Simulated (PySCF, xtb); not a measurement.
C2H11NSi3, SMILES N1([SiH3])C[SiH2][C@H]1[SiH3].

Harmonic wavenumbers (cm⁻¹) from GFN2-xTB run with xtb 6.7.1 at its own minimum, in rising order: 37, 84, 96, 135, 151, 214, 268, 406, 432, 441, 495, 526, 555, 596, 613, 662, 720, 738, 742, 755, 767, 777, 789, 795, 827, 830, 899, 1046, 1108, 1119, 1173, 1217, 1237, 1482, 2127, 2223, 2246, 2248, 2253, 2266, 2271, 2273, 2844, 2897, 2931.

What does PySCF with PBE-D3(BJ)/def2-SVP give at its own minimum? (Estimate from the structure and the level; the computed values follow.)

25, 94, 111, 140, 150, 195, 247, 363, 463, 484, 542, 554, 650, 657, 674, 716, 740, 762, 809, 843, 871, 883, 900, 917, 918, 927, 937, 1002, 1063, 1087, 1118, 1167, 1203, 1409, 2097, 2146, 2157, 2159, 2164, 2168, 2173, 2180, 2892, 2908, 2998. Paired by order, the mean absolute difference is 56 cm⁻¹ and the zero-point energies are 70.5 and 71.0 kcal/mol.
